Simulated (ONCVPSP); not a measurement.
# An odd input for ONCVPSP 4.0.1 (oxygen (O))

Command:

```bash
oncvpsp.x < O.dat > O.out
```

Input:

```
# ATOM AND REFERENCE CONFIGURATION
# atsym  z   nc   nv     iexc    psfile
  O 8.00    1    2  -109134      upf
#
#   n    l    f
    1    0    2.00
    2    0    2.00
    2    1    4.00
#
# PSEUDOPOTENTIAL AND OPTIMIZATION
# lmax
    2
#
#   l,   rc,      ep,       ncon, nbas, qcut
    0    0.70    0.00    5    9    8.00
    1    1.45    0.00    4    8   25.00
    2    1.25    0.13    3    6    8.20
#
# LOCAL POTENTIAL
# lloc, lpopt,  rc(5),   dvloc0
    4    5    0.55    0.00
#
# VANDERBILT-KLEINMAN-BYLANDER PROJECTORs
# l, nproj, debl
    0    3    1.20
    1    2    3.60
    2    2    2.00
#
# MODEL CORE CHARGE
# icmod, fcfact, rcfact
    1    0.20    0.00
#
# LOG DERIVATIVE ANALYSIS
# epsh1, epsh2, depsh
   -2.00    5.00    0.02
#
# OUTPUT GRID
# rlmax, drl
    6.00    0.01
#
# TEST CONFIGURATIONS
# ncnf
    4
# nvcnf
#   n    l    f
    2
    2    0    2.00
    2    1    3.00
#
    2
    2    0    2.00
    2    1    2.00
#
    2
    2    0    2.00
    2    1    1.00
#
    2
    2    0    0.00
    2    1    6.00
#
```

Output (end):

```

Calculating optimized projector #   2

 for l=   0

    Fraction of norm inside rc  0.030117
    Optimizing pswf for qcut=   8.01 a_B^-1,  ecut=  32.11 Ha
    Residual kinetic energy error=  1.41D-03 Ha

    Energy error per electron        Cutoff
         Ha          eV             Ha
         0.01000     0.27211       16.69
         0.00100     0.02721       37.73
         0.00010     0.00272      274.15
         0.00001     0.00027      548.43

Calculating optimized projector #   3

 for l=   0

    Fraction of norm inside rc  0.032971
    Optimizing pswf for qcut=   8.01 a_B^-1,  ecut=  32.11 Ha
    Residual kinetic energy error=  2.80D-03 Ha

    Energy error per electron        Cutoff
         Ha          eV             Ha
         0.01000     0.27211       20.15
         0.00100     0.02721       81.74
         0.00010     0.00272      447.87
         0.00001     0.00027      568.79

   Wellstate for l =  1  n =  5
     eigenvalue =   3.2652
     asymptotic potential =   3.7652
     half-point radius =  3.6978

Calculating optimized projector #   1

 for l=   1

    Fraction of norm inside rc  0.686843
    Optimizing pswf for qcut=  24.99 a_B^-1,  ecut= 312.31 Ha
    Residual kinetic energy error=  3.40D-11 Ha
 ERROR pspot:  first pseudo wave function has node,          program will stop
 ERROR pspot: try changing psp parameters for this l
```

**Question.** This input was made by a single change from one that runs to its end. What was changed?

**Answer.** The change: qcut of l = 1 set to 25.00. The program stops during the generation: "ERROR pspot: first pseudo wave function has node, program will stop".
